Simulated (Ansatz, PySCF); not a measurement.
Ge(H)2 anion (GeH2), SMILES [GeH2] (connectivity only; charge and spin as stated), charge -1, multiplicity 2. Atoms are numbered in the order given.

```xyz
3

Ge     0.1075     0.0013     0.7371
H     -0.0463    -1.1467    -0.4031
H     -0.0188     1.1715    -0.3838
```
Charge -1, spin multiplicity 2.

The structure is a stationary point at TPSSh-D3(BJ)/def2-TZVPD. The spin state was assumed, not searched. The isomer is the one that the SMILES or the coordinates give; other isomers of the formula were not compared.

Two levels are set side by side: PBE-D3(BJ)/def2-TZVPD (Ansatz, a first-principles code) and TPSSh-D3(BJ)/def2-TZVPD (PySCF). Each level has its own optimised geometry; the coordinates shown are those of the second. Frequencies come from the Hessian of PySCF at each geometry. Differences are taken from unrounded values.

```tsv
quantity	TPSSh-D3(BJ)	PBE-D3(BJ)	PBE-D3(BJ) minus TPSSh-D3(BJ)
mean bond length (Å)	1.625	1.641	0.015
bond Ge1–H2 (Å)	1.625	1.641	0.015
bond Ge1–H3 (Å)	1.625	1.641	0.015
highest harmonic wavenumber (cm⁻¹)	1722	1664	-59
mean harmonic wavenumber (cm⁻¹)	1443	1389	-54
zero-point energy (kcal/mol)	6.19	5.96	-0.23
```

Exact exchange shortens and stiffens bonds; PBE has none. Differences between two approximate levels are no errors against the true value.
